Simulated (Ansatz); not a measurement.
Br3ClGe (`[Cl][Ge]([Br])([Br])[Br]`), relaxed with RKS PBE0-D4/def2-TZVP in Ansatz 0.2.0 from a PBE-D4/def2-SVP geometry. The force threshold is 0.005 eV/Å; the program also tests the step.

Charge 0, multiplicity 1.

Start:

```xyz
5

Cl   -2.050    0.252    0.689
Ge   -0.018    0.003    0.005
Br    0.313   -2.203   -0.576
Br    0.332    1.360   -1.823
Br    1.423    0.588    1.706
```

**Question.** How much energy does the relaxation release, and in how many steps? (An estimate is asked.)

**Answer.** The calculation gave: 2.83 kJ/mol, in 3 steps.

**Question.** Which bonds change most? (Estimate.)

**Answer.** Computed: Cl1–Ge2 from 2.158 to 2.125 Å; Ge2–Br5 from 2.305 to 2.276 Å; Ge2–Br3 from 2.305 to 2.276 Å; Ge2–Br4 from 2.304 to 2.276 Å.

**Question.** Give the relaxed structure. (Estimate.)

**Answer.** The calculation gave: 
```xyz
5

Cl   -2.020    0.248    0.679
Ge   -0.020    0.002    0.007
Br    0.308   -2.175   -0.570
Br    0.327    1.342   -1.801
Br    1.405    0.582    1.685
```
